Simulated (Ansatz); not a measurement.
Reaction (substitution at a C–Si bond): `CC([SiH3])[TeH]` + H₂Se → `CC([SeH])[TeH]` + SiH₄

Program: Ansatz. Geometries: PBE0-D4/def2-TZVP. ΔE: electronic, gas phase. CCSD(T)/CBS adds triple-zeta CCSD(T) − MP2 to the extrapolated MP2 energy (def2 sets, frozen cores). This one scheme is used for every species. Functionals use def2-TZVPP. B3LYP here is the variant with VWN-RPA as its local correlation; programs differ in this. def2 core potentials past Kr. For Se, Te outer-core shells are correlated without core-valence functions, which leaves a few kJ/mol of doubt a bond. Scalar relativity is left out up to krypton. One conformer a species, not always the lowest.

| level | ΔE (kJ/mol) |
| --- | --- |
| PBE0-D4 | 41.6 |
| ωB97M-V | 41.9 |
| B2PLYP | 36.4 |
| r2SCAN | 41.2 |
| B3LYP | 37.7 |
| MP2/def2-TZVPP | 33.2 |
| MP2/CBS(def2) | 34.6 |
| CCSD/CBS(def2) | 40.2 |

What does CCSD(T)/CBS give? (Best estimate.)

The calculation gave: +38.6 kJ/mol. The listed levels differ from it by 3.0, 3.3, -2.2, 2.6, -0.9, -5.4, -4.0, 1.6 kJ/mol.

Largest T1 diagnostic among the species: 0.011.

In def2-TZVPP, CCSD(T) changes the Hartree–Fock value by −4.2 kJ/mol (the triples alone add −1.6 kJ/mol) and MP2 by −8.2 kJ/mol. From PBE to PBE0 (25 % exact exchange), in def2-TZVPP and without D4, ΔE moves by +3.6 kJ/mol.
